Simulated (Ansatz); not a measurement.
Geometry optimisation, Ansatz 0.2.0, UKS B3LYP-D4/STO-3G.

The input (input.yaml):

```yaml
crystal:
  periodic: [false, false, false]
  atoms:
    - { symbol: "N", position_ang: [-0.2156, -2.2677, -0.8208] }
    - { symbol: C, position_ang: [0.2958, -1.2881, 0.1356] }
    - { symbol: O, position_ang: [1.5905, -0.9386, -0.2002] }
    - { symbol: Al, position_ang: [0.5865, 0.5457, -0.4699] }
    - { symbol: B, position_ang: [-0.2427, 2.3735, 0.0488] }
    - { symbol: O, position_ang: [-0.4801, 2.711, 1.4712] }
    - { symbol: H, position_ang: [0.1923, -2.0728, -1.7716] }
    - { symbol: H, position_ang: [0.0487, -3.168, -0.537] }
    - { symbol: H, position_ang: [0.1892, -1.549, 1.247] }
    - { symbol: H, position_ang: [-0.4754, 3.1866, -0.743] }
    - { symbol: H, position_ang: [-1.4238, 2.4105, 1.6606] }
magnetization:
  spin_polarized: true
basis:
  gaussian: { orbitals: STO-3G }
hamiltonian:
  xc: b3lyp
  dispersion: d4
relax:
  f_tol: 0.02
  max_steps: 40
```

Command:

```bash
$ ansatz run input.yaml --threads 1 --pin off --max-ram 2048MiB --backend cpu --events-out ev --progress --plain --runs-dir out
```

**Question.** Where does it end, and by what steps?

**Answer.** The run converged. Limits of this set-up: minimal basis. After 15 steps the energy has fallen by 2.649 eV; H11 moved furthest, 1.59 Å.

```tsv
step	energy less start (eV)	largest force component (eV/Å)	accepted
0	0.0000	4.419	yes
1	-1.1508	2.065	yes
2	-1.4857	1.827	yes
3	-1.7213	3.579	yes
4	-2.0633	2.834	yes
5	-2.2774	1.770	yes
6	-2.4217	1.441	yes
7	-2.5210	0.702	yes
8	-2.5952	0.373	yes
9	-2.6040	1.015	yes
10	-2.6386	0.450	yes
11	-2.6459	0.300	yes
12	-2.6483	0.061	yes
13	-2.6489	0.051	yes
14	-2.6491	0.020	yes
15	-2.6492	0.016	yes
```

```xyz
11
Properties=species:S:1:pos:R:3
N -0.144 -2.434 -0.989
C 0.196 -1.569 0.201
O 1.494 -0.752 0.082
Al 0.142 0.283 0.256
B -0.447 2.207 0.261
O -0.498 2.876 1.442
H 0.070 -1.847 -1.849
H 0.612 -3.181 -1.043
H 0.215 -2.237 1.089
H -0.759 2.761 -0.734
H -0.817 3.836 1.306
```

Whether the end is a true minimum wasn't checked by a vibrational analysis.

Run time: 41 s on 1 CPU thread of a shared host.
